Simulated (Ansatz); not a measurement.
Reaction (formal exchange of groups at the Si–Br bond): `Br[SiH]1CO1` + SiH₄ → `[SiH3][SiH]1CO1` + HBr

Isolated molecules relaxed with PBE0-D4/def2-TZVP in Ansatz; ΔE leaves out vibrations. CCSD(T)/CBS adds triple-zeta CCSD(T) − MP2 to the extrapolated MP2 energy (def2 sets, frozen cores). This one scheme is used for every species. Functionals use def2-TZVPP. For Br outer-core shells are correlated without core-valence functions, which leaves a few kJ/mol of doubt a bond. Scalar relativity is left out up to krypton.

```json
{"species": "`Br[SiH]1CO1`", "PBE-QIDH energy (Eh)": "-2977.91202"}
{"species": "SiH₄", "PBE-QIDH energy (Eh)": "-291.67308"}
{"species": "`[SiH3][SiH]1CO1`", "PBE-QIDH energy (Eh)": "-695.39714"}
{"species": "HBr", "PBE-QIDH energy (Eh)": "-2574.15055"}
```

Question: Work out ΔE.

Answer: ΔE = (-695.39714) + (-2574.15055) − (-2977.91202) − (-291.67308) = 0.03741 Eh = +1.02 eV. CCSD(T)/CBS gives +1.02 eV.

Largest T1 diagnostic among the species: 0.015.

Leaving LDA and LC-ωPBE aside and taking each functional with its dispersion term where it has one, the values, not all of them listed here, spread over 0.20 eV, from PBE-D4 to BHLYP-D4. At CCSD(T), def2-SVP lies −0.09 eV from the extrapolated value and def2-TZVPP −0.03 eV. From PBE to PBE0 (25 % exact exchange), in def2-TZVPP and without D4, ΔE moves by +0.06 eV.
